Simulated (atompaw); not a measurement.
# Ranking PAW (atompaw) potentials for cadmium

All share these settings but for the change named:

```json
{
 "Element": "Cd",
 "Generator": "atompaw 4.2.0.5",
 "Type": "PAW",
 "Functional": "LDA (PW92)",
 "Relativity": "scalar-relativistic",
 "Frozen core": "[Ar] 3d10 4s2",
 "Valence charge": "18",
 "Reference configuration": "4p6 4d10 5s1.75 5p0.25",
 "Partial waves": "5s (bound): rc 2.35 bohr; 5s channel at 1.35 Ry: rc 2.35 bohr; 4p (bound): rc 1.45 bohr; 5p (bound): rc 1.75 bohr; 4d (bound): rc 1.65 bohr; 4d channel at 0.8 Ry: rc 2.35 bohr",
 "Local potential": "bessel scheme, radius 2.10 bohr",
 "Core correction": "smooth core density matched at 1.95 bohr",
 "Augmentation charge": "sinc compensation charge, radius 1.75 bohr; PAW radius 2.35 bohr; waves and projectors: custom polynom vanderbiltortho"
}
```

Cutoff: the first of the cutoffs (Ry, on a coarse ladder) from which the occupation-weighted sum of valence levels, in a spherical-Bessel basis at the reference potential, stays within 10 and 1 mRy of its value at 400 Ry; the density cutoff is not measured.

The base gives 60 Ry.

Of 10 variants that were run, those that failed, showed a ghost or another fault, or gave nearly equal values are left out.

A variant can come out equal or close to the base.

(1) Rank these variants from softest to hardest (loose cutoff).
A. all radii scaled by about 0.94 (s 2.20, p 1.36, d 1.54 bohr); local potential bessel scheme, radius 1.96 bohr; augmentation sinc compensation charge, radius 1.64 bohr; PAW radius 2.20 bohr; waves and projectors: custom polynom vanderbiltortho; core correction smooth core density matched at 1.82 bohr
B. wave 5s channel at 1.35 Ry: rc 2.35 bohr becomes 5s channel at 0.25 Ry: rc 2.35 bohr
C. core [Kr], valence charge 12; reference 4d10 5s1 5p0; waves now 5s (bound): rc 2.65 bohr; 5s channel at 0.5 Ry: rc 2.65 bohr; 5p (bound): rc 2.65 bohr; 5p channel at 0.9 Ry: rc 2.60 bohr; 4d (bound): rc 2.65 bohr; 4d channel at -0.25 Ry: rc 1.60 bohr; local potential bessel scheme, radius 2.00 bohr; core correction smooth core density matched at 2.15 bohr; augmentation sinc compensation charge, radius 2.05 bohr; PAW radius 2.65 bohr; waves and projectors: custom polynom vanderbiltortho
D. augmentation sinc compensation charge, radius 1.75 bohr; PAW radius 2.35 bohr; waves and projectors: custom polynom2 7 10 vanderbiltortho

Results:

(1) C (15 Ry), B (60 Ry), A (70 Ry), D (160 Ry).
